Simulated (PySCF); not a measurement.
## SMILES [SiH3]C(=C)[Se-], [C₂H₅SeSi]-, charge -1

Cartesian coordinates in Å; atom numbers follow the order of the lines, from 1:
```xyz
9

C     1.383   -0.372    0.658
C     0.592    0.180   -0.257
Si   -1.279    0.097   -0.222
Se    1.305    1.141   -1.739
H     2.458   -0.302    0.605
H     0.972   -0.916    1.499
H    -1.887    1.430   -0.170
H    -1.714   -0.637    0.985
H    -1.818   -0.615   -1.385
```

Total charge -1.

The calculation used GIAO B3LYP/aug-pcSseg-1 magnetisability, rotational g tensor and spin-rotation constants, non-relativistic, gas phase (PySCF 2.14.0). Geometry: GFN2-xTB.

The calculation is non-relativistic, which matters for the atoms heavier than Zn. For an ion the centre-of-mass motion in the field is neglected.

(1) How diamagnetic is it, and how anisotropic?

(2) Split it along the inertial axes a, b, c into diamagnetic and paramagnetic parts about the centre of mass, with the quadrupole moment.

(3) And the rotational g tensor?

## Answers

(1) Isotropic -1048 × 10⁻³⁰ J/T², or -63.1 × 10⁻⁶ cm³/mol; principal values -1175, -1087, -883 × 10⁻³⁰ J/T², anisotropy 259 × 10⁻³⁰ J/T² (root of half the summed squared differences of the principal values). The susceptibility is in cgs units.

(2) 
```csv
axis,χ (10⁻⁶ cm³/mol),diamagnetic (10⁻⁶ cm³/mol),paramagnetic (10⁻⁶ cm³/mol),summed x² of all electrons (Å²),quadrupole Θ (D Å)
a,-68.6,-315.0,246.3,141.9,-7.32
b,-55.3,-663.2,607.9,59.9,+2.54
c,-65.4,-856.2,790.7,14.4,+4.78
```
Anisotropies 2χaa − χbb − χcc = -16.6 and 2χbb − χaa − χcc = +23.5 × 10⁻⁶ cm³/mol. Θ is traceless in Buckingham's convention.

(3) 
| axis | rotational constant (GHz) | g | nuclear part | electronic part |
| --- | --- | --- | --- | --- |
| a | 6.1273 | -0.0883 | 0.6207 | -0.7090 |
| b | 2.0136 | -0.0471 | 0.5279 | -0.5751 |
| c | 1.5419 | -0.0297 | 0.5431 | -0.5728 |

Asymmetric top; isotopes 12C, 1H, 80Se, 28Si; no vibrational averaging.
